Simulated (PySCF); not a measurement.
Compound: C10H12O.
Geometry (GFN2-xTB, Å), atoms numbered from 1 in this order:
```xyz
23
C10H12O angstrom
C      3.212   -1.693   -0.329
C      2.567   -0.637    0.148
C      1.118   -0.450    0.099
C      0.264   -1.551    0.154
C     -1.106   -1.398    0.122
C     -1.662   -0.129    0.026
C     -3.158    0.037   -0.037
O     -3.534    1.319    0.417
C     -0.820    0.970   -0.030
C      0.559    0.833    0.011
C      1.427    2.055   -0.061
H      4.283   -1.780   -0.260
H      2.701   -2.503   -0.822
H      3.133    0.165    0.604
H      0.687   -2.540    0.250
H     -1.748   -2.266    0.177
H     -3.484   -0.106   -1.082
H     -3.635   -0.746    0.572
H     -4.492    1.394    0.375
H     -1.262    1.952   -0.096
H      1.963    2.199    0.877
H      0.823    2.939   -0.245
H      2.161    1.962   -0.859
```

NICS = −σ at a ghost point: NICS(0) at the centroid of the ring atoms, NICS(1) 1 Å to either side along the normal of their mean plane, zz for the tensor component along that normal. Level: GIAO PBE0/pcSseg-1 (PySCF, non-relativistic, gas phase) on the GFN2-xTB geometry, one conformer.

Ring bond lengths (Å), with Mayer bond orders in brackets: C3–C4 1.394 (1.41), C4–C5 1.379 (1.46), C5–C6 1.389 (1.40), C6–C9 1.386 (1.40), C9–C10 1.387 (1.42), C10–C3 1.402 (1.34).

**Question.** Give the NICS values of each ring in ppm.

**Answer.** 
```csv
ring,type,NICS(0),"NICS(1), two faces","NICS(1)zz, two faces",rms pucker (Å),"centre to ring atoms, mean (Å)"
C3–C4–C5–C6–C9–C10,6-membered carbocycle; formal bonds all aromatic,-7.8,-10.6 / -10.8,-25.4 / -26.2,0.00,1.39
```

**Question.** What can be read from them?

**Answer.** 
- C3–C4–C5–C6–C9–C10: mean NICS(1)zz -25.8 ppm, shielded. The ring is flat and has no four-coordinate atom; by the NICS criterion it is aromatic.

**Question.** How equal are the bonds by HOMA? Use HOMA with the parameters of Krygowski (1993).

**Answer.** 
- C3–C4–C5–C6–C9–C10: HOMA 0.99 = 1 − EN − GEO, with mean bond length 1.389 Å, EN = α(Ropt − mean)² = 0.001 and GEO = α × variance = 0.013. The geometric and the magnetic index point the same way.

**Question.** How shielded are the nuclei of the rings and their hydrogens (means over atoms taken as equivalent)?

**Answer.** 
```json
{"atoms": "C3", "environment": "substituted aromatic carbon", "σ isotropic (ppm)": "45.8", "principal values of the symmetric part, first atom (ppm)": "-42.5, 13.0, 167.1"}
{"atoms": "C4", "environment": "aromatic CH carbon", "σ isotropic (ppm)": "56.4", "principal values of the symmetric part, first atom (ppm)": "-46.9, 44.9, 171.1"}
{"atoms": "C5", "environment": "aromatic CH carbon", "σ isotropic (ppm)": "59.0", "principal values of the symmetric part, first atom (ppm)": "-42.8, 50.8, 169.1"}
{"atoms": "C6", "environment": "substituted aromatic carbon", "σ isotropic (ppm)": "40.9", "principal values of the symmetric part, first atom (ppm)": "-57.6, 15.9, 164.4"}
{"atoms": "C9", "environment": "aromatic CH carbon", "σ isotropic (ppm)": "54.6", "principal values of the symmetric part, first atom (ppm)": "-46.6, 44.9, 165.5"}
{"atoms": "C10", "environment": "substituted aromatic carbon", "σ isotropic (ppm)": "46.0", "principal values of the symmetric part, first atom (ppm)": "-50.3, 15.1, 173.3"}
{"atoms": "H15", "environment": "aromatic hydrogen", "σ isotropic (ppm)": "24.02", "principal values of the symmetric part, first atom (ppm)": "19.7, 23.8, 28.5"}
{"atoms": "H16", "environment": "aromatic hydrogen", "σ isotropic (ppm)": "24.57", "principal values of the symmetric part, first atom (ppm)": "20.8, 24.4, 28.5"}
{"atoms": "H20", "environment": "aromatic hydrogen", "σ isotropic (ppm)": "23.79", "principal values of the symmetric part, first atom (ppm)": "18.8, 21.8, 30.7"}
```
